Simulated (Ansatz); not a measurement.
Gas-phase electronic energies from Ansatz, PBE0-D4/def2-TZVP geometries. CCSD(T)/CBS adds triple-zeta CCSD(T) − MP2 to the extrapolated MP2 energy (def2 sets, frozen cores). This one scheme is used for every species, atoms too. DFT in def2-TZVPP. B3LYP here is the variant with VWN-RPA as its local correlation; programs differ in this. HSE06 is defined as in plane-wave codes. No spin–orbit coupling; open shells (•) take unrestricted orbitals. Spin–orbit coupling would lower the free atoms: a little for B, C, Cl, S. Each species was taken in one conformer, which may not be the lowest.

Reaction (atomization): `CCB(S)Cl` → B• + 2 C• + Cl• + 6 H• + S•

```
             level  ΔE (kJ/mol)  difference from CCSD(T)/CBS
            B97M-V       4177.7                         51.8
        r2SCANh-D4       4151.3                         25.4
          HSE06-D4       4177.7                         51.8
           ωB97M-V       4160.8                         34.9
            B2PLYP       4089.4                        -36.5
            revPBE       4054.9                        -71.0
              PBE0       4153.4                         27.5
             B3LYP       4089.6                        -36.3
             HSE06       4157.5                         31.6
           LC-ωPBE       4120.7                         -5.2
  CCSD(T)/def2-SVP       3956.2                       -169.7
    MP2/def2-TZVPP       4101.1                        -24.8
SCS-MP2/def2-TZVPP       4068.1                        -57.8
   CCSD/def2-TZVPP       3973.5                       -152.4
    MP2/def2-QZVPP       4155.2                         29.3
SCS-MP2/def2-QZVPP       4128.1                          2.2
       CCSD(T)/CBS       4125.9                            0
```

Largest T1 diagnostic among the species: 0.014.

The D4 term adds +41.3 kJ/mol with B3LYP and +21.7 kJ/mol with PBE0; it sums over pairs of atoms, weighted by their polarisabilities, and B3LYP, whose exchange is more repulsive, gets the larger term. In def2-TZVPP, CCSD(T) changes the Hartree–Fock value by +896.8 kJ/mol (the triples alone add +59.1 kJ/mol) and MP2 by +965.3 kJ/mol; breaking electron pairs costs correlation energy, which Hartree–Fock lacks. From BLYP to BHLYP (50 % exact exchange), in def2-TZVPP and without D4, ΔE moves by −39.9 kJ/mol: exact exchange takes away binding that semilocal exchange gives to molecules.

For atomizations the MP2-based limit and the directly extrapolated one differ by several kJ/mol either way, and by 10 to 25 for some Ge, Se and Sn compounds, so smaller differences from it don't rank the levels.
